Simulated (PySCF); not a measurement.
## Low-lying terms of N³⁺ (nitrogen, charge +3)

Ground state [He] 2s2, ¹S. All numbers are calculated (PySCF 2.14, scalar relativity by spin-free X2C-1e, in aug-cc-pCVTZ-DK with one added diffuse shell each of s, p, d, f type (8s7p5d3f, 75 functions)). Vertical excitation energies in eV without spin-orbit coupling; excited terms of each kind are numbered among those the solver found. Frozen: nothing.

```tsv
term	leading excitation	EOM-EE-CCSD
1 3P°	2s → p	8.381
1 1P°	2s → p	16.328
1 3S	2s → s	46.772
```

Only the lower part of the computed list is shown. Doubly excited terms such as np² are absent. The solver can miss terms.
